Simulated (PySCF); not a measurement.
A calculated (r2SCAN, PySCF 2.14, cc-pVTZ-DK, scalar relativity by spin-free X2C-1e) atom or ion has these occupied shells.

```csv
shell,electrons,orbital energy (eV),"rms radius, mean of both spins (bohr)"
1s α,1,-12562.3,0.0508
1s β,1,-12562.2,0.0508
2s α,1,-1657.0,0.212
2s β,1,-1657.0,0.212
2p α,3,-1460.3,0.189
2p β,3,-1460.2,0.189
3s α,1,-255.98,0.614
3s β,1,-255.89,0.614
3p α,3,-193.58,0.637
3p β,3,-193.47,0.637
3d α,5,-90.951,0.698
3d β,5,-90.782,0.698
4s α,1,-50.232,1.75
4s β,1,-48.863,1.75
4p α,1,-37.537,2.00
```

(1) Name the element and its charge.

Answers

(1) Se³⁺ (selenium, charge +3), in [Ar] 3d10 4s2 4p1, 2P determinant.
